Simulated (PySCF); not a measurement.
Exercise with solution: oscillator strength and radiative lifetime

W(O)(NH)(F)(Br) (BrFHNOW), SMILES [NH]=[W](=[O])([F])[Br], multiplicity 1.

Geometry optimised at B3LYP-D3(BJ)/def2-SVP. The spin state was assumed, not searched. The structure was generated by enumeration; whether it is a known compound was not checked. The def2 effective core potentials stand for the cores of W; spin–orbit coupling is left out.

TDA-LC-ωPBE/def2-SVPD (PySCF) puts the first singlet state with f over 0.02 at 6.67 eV (vertical), with the transition dipole (-0.232, 0.279, 0.074) in atomic units.

Problem. Find the oscillator strength, the wavelength and the radiative lifetime that this transition would have in vacuum if emission retraced absorption.

Solution. 
|μ|² = 0.1371 au, so |μ| = 0.94 D. ΔE = 6.67/27.211 = 0.2451 hartree. f = (2/3) ΔE |μ|² = 0.022 (the program prints 0.022).
λ = 1239.84/6.67 = 186 nm; ν = 53797 cm⁻¹.
Einstein's coefficient A = 0.6670 ν² f s⁻¹ (ν in cm⁻¹) = 4.3e7 s⁻¹, so τ = 1/A = 23 ns. This state is S10; the lower singlets have f = 0.008, 0.002, 0.010, 0.001, 0.017, 0.007, 0.005, 0.007, 0.010. The figure is the radiative limit of this one transition; relaxation, internal conversion, crossing to triplets and a medium change what is measured.
